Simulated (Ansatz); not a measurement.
ClH8NSi3 (`[SiH3]N([SiH3])[SiH2]Cl`), relaxed with RKS PBE0-D4/def2-TZVP in the Gaussian-basis code of Ansatz from a PBE-D4/def2-SVP geometry. The force threshold is 0.005 eV/Å; the program also tests the step.

Charge 0, multiplicity 1.

Start:

```xyz
13

Si    1.329   -0.368    1.104
N     0.056    0.082   -0.050
Si   -1.168    1.270    0.443
Si   -0.092   -0.752   -1.578
Cl   -0.905   -2.660   -1.327
H     2.299   -1.261    0.382
H     0.768   -1.093    2.297
H     2.038    0.867    1.592
H    -0.874    2.637   -0.115
H    -2.526    0.835   -0.031
H    -1.150    1.347    1.946
H    -1.025    0.032   -2.451
H     1.251   -0.934   -2.213
```

Problem. By how much does the energy fall, and how many steps does the optimiser take? (An estimate is asked.)

Solution. Ansatz gave: 0.08 eV, in 15 steps, 1 of them rejected.

Problem. Which bonds change most? (Best estimate.)

Solution. Ansatz gave: Si1–N2 from 1.775 to 1.743 Å; N2–Si3 from 1.775 to 1.743 Å; N2–Si4 from 1.747 to 1.716 Å; Si4–Cl5 from 2.089 to 2.058 Å.

Problem. Give the relaxed structure. (Best estimate.)

Solution. Ansatz gave: 
```xyz
13

Si    1.274   -0.401    1.113
N     0.052    0.074   -0.035
Si   -1.149    1.248    0.434
Si   -0.062   -0.697   -1.564
Cl   -0.800   -2.611   -1.397
H     2.198   -1.334    0.419
H     0.675   -1.079    2.290
H     2.022    0.792    1.587
H    -0.983    2.519   -0.317
H    -2.517    0.725    0.188
H    -0.962    1.510    1.885
H    -1.014    0.072   -2.399
H     1.265   -0.819   -2.203
```
